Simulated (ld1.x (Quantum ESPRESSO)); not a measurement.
## Cr: excitation energies, all-electron against PAW

```json
{
  "Element": "Cr",
  "Generator": "ld1.x (Quantum ESPRESSO) 7.5",
  "Type": "PAW",
  "Functional": "PBEsol",
  "Relativity": "scalar-relativistic",
  "Frozen core": "[Ar]",
  "Valence charge": "6",
  "Reference configuration": "3d5 4s1 4p0",
  "Partial waves": "4s (bound): rcut 2.65, rcutus 3.00 bohr; 4s channel at 1.7 Ry: rcut 2.65, rcutus 3.00 bohr; 4p (bound, empty): rcut 3.20, rcutus 4.30 bohr; 4p channel at 0.3 Ry: rcut 3.20, rcutus 4.30 bohr; 3d (bound): rcut 1.60, rcutus 2.25 bohr; 3d channel at 0.9 Ry: rcut 1.60, rcutus 2.25 bohr",
  "Local potential": "all-electron potential smoothed inside 2.15 bohr (lloc = -2)",
  "Core correction": "a·sin(br)/r model core, default radius (core density twice the valence density)",
  "Augmentation charge": "PSQ, inside the norm-conserving radii"
}
```

Energies are relative to the spin-unpolarised reference configuration 3d5 4s1 4p0; without spin polarisation the order of configurations can differ from experiment. Not all tests gave a result: 1 of 7 tests not solved or not reliable. Left out of the table: 3d2 4s0 4p0 (solver errors, printed error -30.3 eV). The frozen-core shift is the all-electron ΔE with the core orbitals held at their reference shape minus the fully relaxed ΔE.

```
valence configuration  charge  ΔE all-electron (eV)  error AE − PS (meV)  frozen-core shift (meV)
          3d5 4s0 4p0      +1                 6.873                  -11                     +8.1
          3d4 4s0 4p0      +2                22.887                 -101                      n/a
          3d4 4s1 4p1       0                 3.536                  -79                      +83
          3d4 4s2 4p0       0                -0.094                  -84                      +82
```

(1) What are ΔE and the potential's error for 3d3 4s0 4p0?

(2) What are ΔE and the potential's error for 3d5 4s0.5 4p0?

Levels in the configuration 3d4 4s1 4p1:

```
level  all-electron (eV)  pseudo (eV)
   3d             -7.454       -7.661
   4s             -5.829       -5.820
   4p             -2.111       -2.108
```

Results:

(1) ΔE = 53.592 eV all-electron; the error (AE − PS) is -976 meV.

(2) ΔE = 2.707 eV all-electron; the error (AE − PS) is -2.5 meV.
